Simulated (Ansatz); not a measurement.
Reaction (substitution at a C–O bond): `C[O][Sn]([OH])([F])[Cl]` + `NC[SeH]` → `C[Se]CN` + `[OH][Sn]([OH])([F])[Cl]`

Computed with Ansatz on PBE0-D4/def2-TZVP structures; ΔE is electronic, products minus reactants. CCSD(T)/CBS adds triple-zeta CCSD(T) − MP2 to the extrapolated MP2 energy (def2 sets, frozen cores). DFT in def2-TZVPP. Elements past krypton have def2 core potentials. For Se, Sn outer-core shells are correlated without core-valence functions, which leaves a few kJ/mol of doubt a bond. Scalar relativity is left out up to krypton. Each species was taken in one conformer, which may not be the lowest.

Task: Is it downhill or uphill in electronic energy at CCSD(T)/CBS, and by how much? (An estimate is asked.)

Result: Ansatz gave: Downhill: ΔE = -17.0 kcal/mol.

Task: What do these levels give: r2SCAN-D4, ωB97X-V, ωB97M-V, B2PLYP, HF/def2-TZVPP, MP2/CBS(def2)? (Estimate.)

Result: Computed: r2SCAN-D4 -17.5, ωB97X-V -15.7, ωB97M-V -16.6, B2PLYP -16.7, HF/def2-TZVPP -13.3, MP2/CBS(def2) -19.0 kcal/mol.

Largest T1 diagnostic among the species: 0.014.

In def2-TZVPP, CCSD(T) changes the Hartree–Fock value by −3.4 kcal/mol (the triples alone add −0.6 kcal/mol) and MP2 by −5.5 kcal/mol.
